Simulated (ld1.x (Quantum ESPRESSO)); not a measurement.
Which change was made? (Ni, TM)

nickel (Ni), norm-conserving Troullier–Martins (Kleinman–Bylander form), made with ld1.x (Quantum ESPRESSO) 7.5 (PBE, scalar-relativistic). Core [Ne], reference 3s2 3p6 3d8 4s2 4p0. Waves: 3s (bound): rc 0.95 bohr; 3p (bound): rc 1.15 bohr; 3d (bound): rc 1.50 bohr. Local part: the d channel. Core correction: none.

Occupied shells without a wave of their own: 4s. They enter only through the test configuration that unscreens the potential.

Cutoffs, loose and tight: the cutoffs (Ry, on a coarse ladder) from which the occupation-weighted sum of valence levels, in a spherical-Bessel basis at the reference potential, stays within 10 and 1 mRy of its value at 400 Ry. They do not see the model core or the augmentation charge, which bear on the density cutoff. Test errors are all-electron minus pseudo excitation energies from the reference, over the configurations 3s2 3p6 3d8 4s1 4p0; 3s2 3p6 3d8 4s0 4p0; 3s2 3p6 3d7 4s0 4p0; 3s2 3p5 3d8 4s2 4p0; 3s2 3p6 3d8 4s1.5 4p0; 3s2 3p6 3d9 4s0 4p0; 3s2 3p6 3d7 4s2 4p0; variants that change the core or the reference have their own tests.

The base gives: outcome: generated, misses its reference levels by 0.21 eV; cutoff, loose: 180 Ry; cutoff, tight: 260 Ry; bound ghosts: none; largest test error (meV): +588.

Task: After one change the result is: outcome: generated, misses its reference levels by 0.23 eV; cutoff, loose: 180 Ry; cutoff, tight: 260 Ry; bound ghosts: none; largest test error (meV): +405. Which change was it?
A. wave 3s (bound): rc 0.95 bohr becomes 3s (bound): rc 0.84 bohr
B. reference 3s2 3p6 3d8 4s1.5 4p0
C. local potential all-electron potential smoothed inside 1.05 bohr (lloc = -1)
D. wave 3s (bound): rc 0.95 bohr becomes 3s (bound): rc 1.10 bohr

Result: B. The others give: wave 3s (bound): rc 0.95 bohr becomes 3s (bound): rc 1.10 bohr → outcome: generated; cutoff, loose: 140 Ry; cutoff, tight: 200 Ry; bound ghosts: none; largest test error (meV): -1555 | local potential all-electron potential smoothed inside 1.05 bohr (lloc = -1) → outcome: generated; cutoff, loose: 180 Ry; cutoff, tight: 260 Ry; bound ghosts: none; largest test error (meV): -188 | wave 3s (bound): rc 0.95 bohr becomes 3s (bound): rc 0.84 bohr → outcome: generated, misses its reference levels by 0.36 eV; cutoff, loose: 200 Ry; cutoff, tight: over 300 Ry; bound ghosts: none; largest test error (meV): +1391.
